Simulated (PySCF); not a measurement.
[FeCl4]- holds Fe(III), d5, at total charge -1. The structure is a PBE0-D3(BJ)/def2-TZVP geometry optimised for multiplicity 6; coordination tetrahedral, point group Td, metal–donor distances 2.21 Å.

```
5

Fe    0.0000    0.0000    0.0000
Cl   -1.2741   -1.2741    1.2741
Cl    1.2741    1.2741    1.2741
Cl    1.2741   -1.2741   -1.2741
Cl   -1.2741    1.2741   -1.2741
```

Method (PySCF 2.14, density fitting): CASSCF(5,5) with orbitals averaged over all microstates of the shell, strongly contracted NEVPT2 on the averaged canonical orbitals; basis x2c-TZVPall on the metal, x2c-SVPall elsewhere; spin-free X2C; IEF-PCM dichloromethane; spin-orbit coupling by state interaction with the mean-field operator over all roots.

Problem. Which term lies lowest, and with what spin?

Solution. 6A1 (S = 5/2, orbital degeneracy 1), with 2.0 electrons in the lower (e-type) set and 3.0 in the upper (t2-type) set, by NEVPT2.

Problem. Which is the lowest state of another spin?

Solution. 4T1 at 22582 cm⁻¹ by NEVPT2; CASSCF alone puts it at 28233 cm⁻¹ above the same ground state.

Problem. What ligand-field parameters describe the result?

Solution. At CASSCF level (the NEVPT2 levels don't fit a ligand-field model well): orbital energies 0, 0, 5227, 5227, 5227 cm⁻¹; 10Dq = 5227 cm⁻¹; B = 1068 cm⁻¹; C = 4050 cm⁻¹; B over its free-ion value at the same level 0.825; rms of the fit 313 cm⁻¹; ζ = 397 cm⁻¹ (free ion 466).

Problem. What are the magnetic parameters?

Solution. The ground multiplet follows a spin Hamiltonian with S = 5/2, g = 2.002, 2.002, 2.002, D = 0 (spin-orbit part alone); the lowest levels hold 100 % of the spin-free ground state. μeff is 5.92 μB at 300 K and 5.92 μB at 10 K; the spin-only value is 5.92 μB.

Charge-transfer states lie outside this active space and may come lower than some of these levels. NEVPT2 on the d shell alone tends to put d–d bands too high for such charged or covalently bound ions. Gaps between spin states lean to high spin in this active space.

The job took 10 s on one thread of Arm Neoverse V2 (shared host), with 120 basis functions, launched as `OMP_NUM_THREADS=1 python lf_run.py task.json out`.
